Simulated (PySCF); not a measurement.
## Mo: ionisation energy

Mo [Kr] 4d5 5s1 (7S) → Mo⁺ [Kr] 4d5 (6S), as a difference of total energies. Computed with PySCF 2.14 in aug-cc-pVDZ-PP with ECP28MDF (5s5p4d2f, 54 functions), with a scalar-relativistic core potential. Correlated levels: valence: 4s2 4p6 frozen. The calculations carry no spin-orbit coupling.

Q: Order these methods by the ionisation energy they give, lowest first.
A. UHF
B. MN15
C. MP2 (valence)
D. LDA

A: A (6.256 eV), C (6.788 eV), B (7.194 eV), D (7.771 eV).

Errors of the correlated levels include the incompleteness of this basis and the frozen core.

For comparison: 7.092 eV (measured; NIST Atomic Spectra Database, ionization energies).
